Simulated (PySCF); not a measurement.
# Electron correlation in O⁺ (oxygen, charge +1)

[He] 2s1 2p3 3d1, high-spin 6D determinant (an excited configuration). Computed with PySCF 2.14 in aug-cc-pCVTZ-DK with one added diffuse shell each of s, p, d, f type (8s7p5d3f, 75 functions), with scalar relativity by spin-free X2C-1e. Frozen: 1s2; 5 electrons correlated.

```json
{"level": "CCSD", "correlation energy (mhartree)": "-37.34"}
{"level": "(T)", "correlation energy (mhartree)": "-0.18"}
{"level": "CCSD(T)", "correlation energy (mhartree)": "-37.52"}
```

Diagnostics: T1 = 0.0046, D1 = 0.0137, largest double amplitude 0.014.

Question: Is a single reference adequate?

Answer: Yes: T1 lies below 0.03 and no double amplitude reaches 0.07.
